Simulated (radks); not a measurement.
Excited configurations of C IV: one electron is placed in a higher orbital outside [He]. The ground configuration is [He] 2s1. All-electron calculation, non-relativistic Kohn-Sham, BLYP, spin-polarised, spherical densities, point nucleus; open shells are filled with parallel spins first. Program: a radial shooting solver on a logarithmic mesh with Libxc functionals. Excitation = E - E(ground); binding = E(ion) - E, where the ion is the core of charge +4; n* = 4/sqrt(2 binding) in atomic units, and the quantum defect is n - n*.

| outer orbital | excitation (eV) | binding (eV) | n* | quantum defect | <r> (bohr) |
|---|---|---|---|---|---|
| 2p | 8.052 | 57.090 | 1.953 | 0.047 | 1.190 |
| 4s | 49.576 | 15.565 | 3.740 | 0.260 | 5.329 |
| 4f | 51.426 | 13.716 | 3.984 | 0.016 | 4.443 |
| 5s | 55.199 | 9.942 | 4.679 | 0.321 | 8.380 |
| 5d | 55.865 | 9.277 | 4.844 | 0.156 | 8.239 |
| 5f | 56.082 | 9.060 | 4.902 | 0.098 | 7.640 |
| 6s | 58.216 | 6.926 | 5.606 | 0.394 | 12.10 |
| 6d | 58.580 | 6.562 | 5.760 | 0.240 | 12.05 |
| 6f | 58.709 | 6.433 | 5.817 | 0.183 | 11.49 |
| 7s | 60.022 | 5.120 | 6.521 | 0.479 | 16.48 |
| 7p | 60.173 | 4.968 | 6.619 | 0.381 | 16.74 |
| 7f | 60.326 | 4.816 | 6.724 | 0.276 | 15.99 |

The Delta-SCF ionisation energy is 65.142 eV (NIST Atomic Spectra Database: 64.494 eV, measured). Self-interaction in the functional shifts the binding energies and quantum defects, so they are the method's values and not measured ones.
